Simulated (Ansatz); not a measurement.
Molecule: C3H10NSi, net charge 0, doublet state. It need not be the lowest isomer of its formula. 
Geometry from a B3LYP-D3(BJ)/def2-TZVP (Ansatz, a program for electronic structure) optimisation:
SMILES: [CH2][Si](C)(C)N
```xyz
15

C      1.1752    -0.3389    -1.4354
Si     0.0301     0.0034    -0.0200
C     -1.5755     0.6878    -0.6961
C     -0.2157    -1.5779     0.9508
N      0.6435     1.1863     1.0994
H      1.9600    -1.0887    -1.3964
H      1.1784     0.2460    -2.3506
H     -2.0375    -0.0136    -1.3941
H     -2.2839     0.8861     0.1105
H     -1.4098     1.6246    -1.2346
H     -0.9024    -1.4196     1.7846
H      0.7306    -1.9411     1.3603
H     -0.6225    -2.3681     0.3163
H      1.4408     0.9480     1.6714
H      0.7155     2.1481     0.8007
```
Charge 0, spin multiplicity 2.

Dipole moments at this geometry, in debye (magnitudes).

| level | program | dipole (D) |
|---|---|---|
| PBE/def2-TZVPD | Ansatz | ___ |
| BLYP/def2-TZVPD | Ansatz | 0.72 |
| r2SCAN/def2-TZVPD | Ansatz | 0.73 |
| B97M-V/def2-TZVPD | Ansatz | 0.70 |
| B3LYP/def2-TZVPD | Ansatz | 0.74 |
| r2SCANh/def2-TZVPD | Ansatz | 0.74 |
| CAM-B3LYP/def2-TZVPD | Ansatz | 0.77 |
| wB97X-V/def2-TZVPD | Ansatz | 0.78 |
| CCSD(T)/aug-cc-pV(D+d)Z | Ansatz | ___ |

Problem. Complete the blanks.

Solution. 
- PBE/def2-TZVPD, dipole (D): 0.71
- CCSD(T)/aug-cc-pV(D+d)Z, dipole (D): 0.74
